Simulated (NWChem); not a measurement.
System: MnBrF, sextet; SMILES [Mn]([Br])[F]

Here is an NWChem input.

```
start job
memory heap 200 mb stack 900 mb global 1100 mb
geometry units angstroms
  Mn     0.931971    -0.022356    -0.279937
  F      1.762264     0.728226    -1.598766
  Br    -1.059782    -0.157776     0.572602
end
basis spherical
  * library def2-svp
end
dft
  odft
  mult 6
  xc xpbe96 cpbe96
  disp vdw 4
  iterations 150
end
driver
  maxiter 120
end
task dft optimize
task dft freq
```

NWChem printed, in part:

```
             Northwest Computational Chemistry Package (NWChem) 7.3.0
             --------------------------------------------------------

 CS  symmetry detected

                             Geometry "geometry" -> ""
                             -------------------------

 Output coordinates in angstroms (scale by  1.889725989 to convert to a.u.)

  No.       Tag          Charge          X              Y              Z
 ---- ---------------- ---------- -------------- -------------- --------------
    1 Mn                  25.0000     0.31452742     0.88508209     0.00000000
    2 F                    9.0000    -0.53001615     2.39465683     0.00000000
    3 Br                  35.0000    -0.08837258    -1.24797040     0.00000000

 Effective nuclear repulsion energy (a.u.)     327.5639151522

      Symmetry information
      --------------------

 Group name             Cs
 Group number              2
 Group order               2
 No. of unique centers     3

                                Z-matrix (autoz)
                                --------

 Units are Angstrom for bonds and degrees for angles

      Type          Name      I     J     K     L     M      Value
      ----------- --------  ----- ----- ----- ----- ----- ----------
    1 Stretch                  1     2                       1.72976
    2 Stretch                  1     3                       2.17077
    3 Bend                     2     1     3               140.07857

  pbe96 is a nonlocal functional; adding pw91lda local functional.

                           NWChem Geometry Optimization
                           ----------------------------

 maximum gradient threshold         (gmax) =   0.000450
 rms gradient threshold             (grms) =   0.000300
 maximum cartesian step threshold   (xmax) =   0.001800
 rms cartesian step threshold       (xrms) =   0.001200
 fixed trust radius                (trust) =   0.300000
 source of zmatrix                         =   autoz

          -------------------
          Energy Minimization
          -------------------

 Using diagonal initial Hessian
 Scaling for Hessian diagonals: bonds = 1.00  angles = 0.25  torsions = 0.10

          --------
          Step   0

                                 NWChem DFT Module
                                 -----------------

 Summary of "ao basis" -> "ao basis" (spherical)
 ------------------------------------------------------------------------------
       Tag                 Description            Shells   Functions and Types
 ---------------- ------------------------------  ------  ---------------------
 Mn                         def2-svp                11       31   5s3p2d1f
 F                          def2-svp                 6       14   3s2p1d
 Br                         def2-svp                12       32   5s4p3d

      Symmetry analysis of basis
      --------------------------

        a'         53
        a"         24

            General Information
            -------------------
          SCF calculation type: DFT
          Wavefunction type:  spin polarized.
          No. of atoms     :     3
          No. of electrons :    69
           Alpha electrons :    37
            Beta electrons :    32
          Charge           :     0
          Spin multiplicity:     6
          Use of symmetry is: on ; symmetry adaption is: on
          Maximum number of iterations: 150
          AO basis - number of functions:    77
                     number of shells:    29
          Convergence on energy requested:  1.00D-06
          Convergence on density requested:  1.00D-05
          Convergence on gradient requested:  5.00D-04

              XC Information
              --------------
          PerdewBurkeErnzerhof Exchange Functional  1.000
            Perdew 1991 LDA Correlation Functional  1.000 local
           PerdewBurkeErnz. Correlation Functional  1.000 non-local

             Grid Information
             ----------------
          Grid used for XC integration:  medium
          Radial quadrature: Mura-Knowles
          Angular quadrature: Lebedev.
          Tag              B.-S. Rad. Rad. Pts. Rad. Cut. Ang. Pts.
          ---              ---------- --------- --------- ---------
          Mn                  1.40      112           9.0       590
          F                   0.50       49          10.0       434
          Br                  1.15      112          10.0       590
          Grid pruning is: on
          Number of quadrature shells:   273
          Spatial weights used:  Erf1

           DFT-D3BJ Model
          s6 scale factor  :        1.000000000000
          s8 scale factor  :        0.787500000000
          a1 parameter     :        0.428900000000
          a2 parameter     :        4.440700000000
              vdW contrib  :       -0.001791092180

      Superposition of Atomic Density Guess
      -------------------------------------

 Sum of atomic energies:       -3820.85483824

      Non-variational initial energy
      ------------------------------

 Total energy =   -3820.220953
 1-e energy   =   -5958.699585
 2-e energy   =    1810.914717
 HOMO         =      -0.171462
 LUMO         =      -0.160521

   Symmetry analysis of molecular orbitals - initial alpha
   -------------------------------------------------------

  Numbering of irreducible representations:

     1 a'          2 a"

  Orbital symmetries:

[...]

      ----------------------
      Optimization converged
      ----------------------

  Step       Energy      Delta E   Gmax     Grms     Xrms     Xmax
  ---- ---------------- -------- -------- -------- -------- --------
@    7   -3823.85274720 -1.9D-07  0.00000  0.00000  0.00004  0.00007
                                     ok       ok       ok       ok

                                Z-matrix (autoz)
                                --------

 Units are Angstrom for bonds and degrees for angles

      Type          Name      I     J     K     L     M      Value     Gradient
      ----------- --------  ----- ----- ----- ----- ----- ---------- ----------
    1 Stretch                  1     2                       1.77026   -0.00000
    2 Stretch                  1     3                       2.31862   -0.00000
    3 Bend                     2     1     3               179.99363   -0.00000

                         Geometry "geometry" -> "geometry"
                         ---------------------------------

 Output coordinates in angstroms (scale by  1.889725989 to convert to a.u.)

  No.       Tag          Charge          X              Y              Z
 ---- ---------------- ---------- -------------- -------------- --------------
    1 Mn                  25.0000    -0.12019872     0.85906324     0.00000000
    2 F                    9.0000    -0.30418081     2.61973448     0.00000000
    3 Br                  35.0000     0.12051823    -1.44702919     0.00000000

 Effective nuclear repulsion energy (a.u.)     307.7259428912

      Symmetry information
      --------------------

 Group name             Cs
 Group number              2
 Group order               2
 No. of unique centers     3

                Final and change from initial internal coordinates
                --------------------------------------------------

                                Z-matrix (autoz)
                                --------

 Units are Angstrom for bonds and degrees for angles

      Type          Name      I     J     K     L     M      Value       Change
      ----------- --------  ----- ----- ----- ----- ----- ---------- ----------
    1 Stretch                  1     2                       1.77026    0.04050
    2 Stretch                  1     3                       2.31862    0.14785
    3 Bend                     2     1     3               179.99363   39.91506

[...]

 Rotational Constants
 --------------------
 A= ********** cm-1  (********** K)
 B=   0.049631 cm-1  (  0.071406 K)
 C=   0.049631 cm-1  (  0.071406 K)

 Temperature                      =   298.15K
 frequency scaling parameter      =   1.0000

 Zero-Point correction to Energy  =    1.501 kcal/mol  (  0.002391 au)
 Thermal correction to Energy     =    4.111 kcal/mol  (  0.006552 au)
 Thermal correction to Enthalpy   =    4.703 kcal/mol  (  0.007495 au)

 Total Entropy                    =   55.039 cal/mol-K
   - Translational                =   40.984 cal/mol-K (mol. weight = 153.8530)
   - Rotational                   =    8.353 cal/mol-K (symmetry #  =        1)
   - Vibrational                  =    5.702 cal/mol-K

 Cv (constant volume heat capacity) =   10.479 cal/mol-K
   - Translational                  =    2.979 cal/mol-K
   - Rotational                     =    2.979 cal/mol-K
   - Vibrational                    =    4.520 cal/mol-K

[normal modes left out]

 ----------------------------------------------------------------------------
 Normal Eigenvalue ||           Projected Infra Red Intensities
  Mode   [cm**-1]  || [atomic units] [(debye/angs)**2] [(KM/mol)] [arbitrary]
 ------ ---------- || -------------- ----------------- ---------- -----------
    1       -0.000 ||    0.000011           0.000         0.011       0.005
    2       -0.000 ||    0.002030           0.047         1.979       0.893
    3       -0.000 ||    0.000031           0.001         0.031       0.014
    4        0.000 ||    0.008846           0.204         8.624       3.891
    5        0.000 ||    0.010568           0.244        10.303       4.649
    6        0.000 ||    0.000000           0.000         0.000       0.000
    7       80.124 ||    0.021402           0.494        20.864       9.415
    8      287.300 ||    0.012606           0.291        12.289       5.545
    9      682.823 ||    0.149096           3.440       145.346      65.587
 ----------------------------------------------------------------------------
```

Level: PBE-D3(BJ)/def2-SVP, spin-unrestricted. This build's default masses of Se (78.918 u) and Br (79.917 u) are each other's, which moves their modes by up to 0.6 %. This spin state was assumed; another may lie lower.
